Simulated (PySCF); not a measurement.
Several molecules and their computed UV-vis stick spectra, shuffled. Level of theory: PySCF 2.14.0, density-fitted response routines, TDDFT PBE0/def2-SVPD, vertical, gas phase, core orbitals frozen in the response. Geometries: GFN2-xTB; one conformer of each isolated species. Triplets are in the Tamm–Dancoff approximation.

A. `CC[C@@](F)(CF)C(=O)F`
B. `C#CC=C1CCC1`
C. `C#C/C=C(/C)C=C`
D. `C=C1C=C1C1CC1`
E. `CC[C@H](C=O)C(F)(F)F`

Lowest singlet levels (six at most, fewer where fewer were computed) with oscillator strengths:

1. 229 nm (f 0.399); 227 nm (f 0.000); 207 nm (f 0.000); 194 nm (f 0.004); 180 nm (f 0.000); 180 nm (f 0.006); T1 3.31 eV
2. 291 nm (f 0.000); 167 nm (f 0.000); 165 nm (f 0.003); 165 nm (f 0.006); 159 nm (f 0.026); 152 nm (f 0.048); T1 3.61 eV
3. 275 nm (f 0.052); 224 nm (f 0.004); 208 nm (f 0.011); 204 nm (f 0.000); 196 nm (f 0.000); 196 nm (f 0.088); T1 3.41 eV
4. 207 nm (f 0.003); 165 nm (f 0.032); 154 nm (f 0.011); 152 nm (f 0.002); 148 nm (f 0.005); 144 nm (f 0.005); T1 5.36 eV
5. 262 nm (f 0.527); 247 nm (f 0.000); 211 nm (f 0.000); 206 nm (f 0.074); 196 nm (f 0.014); 186 nm (f 0.103); T1 2.68 eV

Question: Match each spectrum to its molecule.

Answer: 1 = B, 2 = E, 3 = D, 4 = A, 5 = C.
- A: S1 at 5.98 eV, HOMO→LUMO (94%); Löwdin shares by element: HOMO oxygen 52%, fluorine 19% or more, carbon 10% or more (atoms not listed hold the other 19%); LUMO carbon 45% or more, oxygen 30%, fluorine 11% or more; HOMO -9.32 and LUMO -1.04 eV.
- B: S1 at 5.42 eV, HOMO→LUMO (91%); Löwdin shares by element: HOMO carbon 82% or more (atoms not listed hold the other 18%); LUMO carbon 71% or more (atoms not listed hold the other 29%); HOMO -6.59 and LUMO -0.70 eV; point group Cs, 3 of its 6 listed states under f = 0.0005.
- C: S1 at 4.73 eV, HOMO→LUMO (95%); Löwdin shares by element: HOMO carbon 68% or more (atoms not listed hold the other 32%); LUMO carbon 66% or more (atoms not listed hold the other 34%); HOMO -6.49 and LUMO -1.47 eV; point group Cs, 2 of its 6 listed states under f = 0.0005.
- D: S1 at 4.51 eV, HOMO→LUMO (98%); Löwdin shares by element: HOMO carbon 85% or more; LUMO carbon 73% or more, hydrogen 7% or more (atoms not listed hold the other 20%); HOMO -5.73 and LUMO -0.17 eV; point group Cs, 2 of its 6 listed states under f = 0.0005.
- E: S1 at 4.27 eV, HOMO→LUMO (98%); S1 has the pattern of n→π* at C=O; HOMO -8.09 and LUMO -1.43 eV.
